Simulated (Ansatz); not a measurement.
LiI2⁻. The state is a singlet with charge -1. Geometry r2SCAN-D4/def2-TZVPD.

```csv
atom,x (Å),y (Å),z (Å)
Li1,0.0001,-0.0003,-0.0006
I2,-2.2743,0.5730,-0.9993
I3,2.2742,-0.5728,0.9998
```

In the def2 sets I takes a core potential; there is no spin–orbit coupling. The structure comes from a short search, and lower isomers may exist.

(1) Estimate the orbital energies around the gap (eV) in Ansatz with LDA (SPW92)/def2-TZVPD, r2SCANh-D4/def2-TZVPD, PBE0-D4/def2-SVPD, PBE0-D4/def2-TZVPD, BHLYP-D4/def2-TZVPD.

## Answers

(1) 
```csv
orbital,LDA (SPW92)/def2-TZVPD,r2SCANh-D4/def2-TZVPD,PBE0-D4/def2-SVPD,PBE0-D4/def2-TZVPD,BHLYP-D4/def2-TZVPD
HOMO−5,-2.62,-3.13,-3.58,-3.56,-4.50
HOMO−4,-2.56,-3.06,-3.53,-3.49,-4.41
HOMO−3,-2.09,-2.60,-3.01,-3.01,-3.92
HOMO−2,-2.09,-2.60,-3.01,-3.01,-3.92
HOMO−1,-1.98,-2.49,-2.89,-2.89,-3.80
HOMO,-1.98,-2.49,-2.89,-2.89,-3.80
LUMO,2.34,3.01,2.70,2.85,3.07
LUMO+1,2.63,3.11,3.24,2.90,3.11
LUMO+2,3.06,3.62,3.76,3.42,3.66
LUMO+3,3.06,3.62,3.76,3.42,3.66
LUMO+4,3.31,3.85,4.10,3.71,4.03
LUMO+5,3.54,4.14,4.65,3.85,4.05
```
